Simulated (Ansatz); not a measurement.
Basis sets compared for AlF₃. Total charge 0; singlet. Geometry PBE-D4/def2-TZVP. Ansatz on 2 threads of AMD EPYC 7R43 on a shared host; times are rough, and most runs start from earlier orbitals.

| atom | x (Å) | y (Å) | z (Å) |
| --- | --- | --- | --- |
| Al1 | 0.0000 | 0.0000 | 0.0000 |
| F2 | -1.6416 | 0.0345 | 0.1297 |
| F3 | 0.7905 | -1.4434 | -0.0694 |
| F4 | 0.8511 | 1.4089 | -0.0602 |

Binding counts from free atoms (Al doublet, F doublet) in the same basis, without a counterpoise term.

| level | functions | energy (Eh) | HOMO (eV) | LUMO (eV) | binding per atom (eV) | wall time |
| --- | --- | --- | --- | --- | --- | --- |
| HF/STO-3G | 24 | -533.2449 | -10.22 | 9.88 | 2.90 | 0.15 s |
| HF/def2-TZVP | 130 | -540.6161 | -17.22 | 1.30 | 3.44 | 0.7 s |
| PBE-D4/def2-SVP | 60 | -541.4369 | -9.16 | -2.24 | 4.60 | 0.55 s |
| PBE-D4/def2-TZVP | 130 | -541.9146 | -9.61 | -2.50 | 4.62 | 0.95 s |
| PBE0-D4/def2-SVP | 60 | -541.4596 | -11.37 | -1.38 | 4.41 | 0.75 s |
| PBE0-D4/def2-TZVP (with forces) | 130 | -541.9331 | -11.70 | -1.61 | 4.46 | 1.7 s |

(1) Estimate the rows for PBE0-D4/def2-QZVPP.

Results:

(1) 
| level | functions | energy (Eh) | HOMO (eV) | LUMO (eV) | binding per atom (eV) | wall time |
| --- | --- | --- | --- | --- | --- | --- |
| PBE0-D4/def2-QZVPP | 241 | -541.9599 | -11.75 | -1.71 | 4.49 | 3.1 s |
